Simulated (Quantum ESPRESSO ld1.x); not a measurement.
Al VIII, 6 electrons, occupied as [He] 2s2 2p2.

All-electron calculation, scalar-relativistic Kohn-Sham, LDA (Slater exchange, Perdew-Zunger correlation), spin-polarised, spherical densities, point nucleus; open shells are filled with parallel spins first. Program: ld1.x of Quantum ESPRESSO 7.5.

Energy parts (eV):
total: -5817.71
kinetic: 5830.25
electron-nucleus: -12653.18
Hartree: 1331.34
exchange-correlation: -326.12

Orbitals (lengths in bohr, moments of r in powers of bohr; <r^-3> diverges for s and p1/2; r(max) is where P^2 peaks; r(90%) holds 90 % of the orbital's charge):
orbital,occ.,eigenvalue (eV),r(max),<r^-3>,<r>,r(90%)
1s up,1,-1744.961,0.079,-,0.1203,0.215
1s down,1,-1740.090,0.079,-,0.1200,0.214
2s up,1,-294.200,0.462,-,0.5499,0.848
2s down,1,-285.491,0.465,-,0.5566,0.860
2p up,2,-263.580,0.378,51.58,0.4900,0.798
2p down,0,-253.492,0.384,50.22,0.4984,0.814

The highest occupied level is 2p up at -263.58 eV. The density falls to 0.001 e/bohr^3 at r = 1.53 bohr.
